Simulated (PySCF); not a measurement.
# Correlation energy of Fe (iron, neutral)

[Ar] 3d6 4s2, high-spin 5D determinant. Calculation: PySCF 2.14, in x2c-TZVPPall; the spin-free X2C one-electron Hamiltonian (Gaussian nucleus). Frozen: [Ar]; 8 electrons correlated.

| level | correlation energy (mhartree) |
| --- | --- |
| CCSD | -189.87 |
| (T) | -6.07 |
| CCSD(T) | -195.94 |

Diagnostics: T1 = 0.021, D1 = 0.0646, largest double amplitude 0.126.

Task: Is a single reference adequate?

Result: Mostly. T1 lies below 0.03, but a double amplitude of this size points to a near-degeneracy that CCSD handles and MP2 describes poorly.
